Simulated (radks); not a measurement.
The numbers below are computed, except where a source is named.
Spherical quantum dot in the effective-mass picture: electrons in a hard-walled sphere of radius 1.82, all in effective atomic units (hartree* = m*/eps^2 hartree, bohr* = eps/m* bohr), one dielectric constant everywhere. Level of theory: non-relativistic Kohn-Sham, PBEsol, spin-polarised, spherical densities (a radial shooting solver with Libxc functionals). Levels are named by radial order and angular momentum (1s, 1p, 1d, 2s, ...), and open shells are averaged over m. Results are scaled to m* = 0.331 and eps = 10.7, for which hartree* = 78.67 meV and bohr* = 1.711 nm.

N = 19, configuration 1s2 1p6 1d10 2s(up 1, down 0). This is the lowest configuration that the search found. Occupied and some empty levels:

level    occupation  eigenvalue (meV)  <r> (nm)
1s up             1            1226.5     1.886
1s down           1            1230.1     1.904
1p up             3            1307.4     2.043
1p down           3            1309.0     2.047
1d up             5            1431.4     2.152
1d down           5            1432.5     2.152
2s up             1            1592.3     1.440
1f up             0            1592.9     2.233
1f down           0            1593.9     2.233
2s down           0            1610.8     1.454
1g up             0            1788.8     2.299
1g down           0            1789.9     2.298
2p up             0            1816.8     1.640
2p down           0            1826.3     1.651

Energy (meV): total 15893.7, kinetic 6435.3, external 0, Hartree 10708, exchange-correlation -1249.6.

Electron density:

r (nm)  n(r) (e/nm^3)
0.0845         0.1923
0.240          0.1874
0.395          0.1790
0.550          0.1692
0.705          0.1606
0.860          0.1563
1.02           0.1589
1.17           0.1700
1.33           0.1900
1.48           0.2168
1.64           0.2462
1.79           0.2719
1.95           0.2866
2.10           0.2830
2.26           0.2572
2.41           0.2091
2.57           0.1462
2.72          0.08214
2.88          0.03075
3.03         0.003502
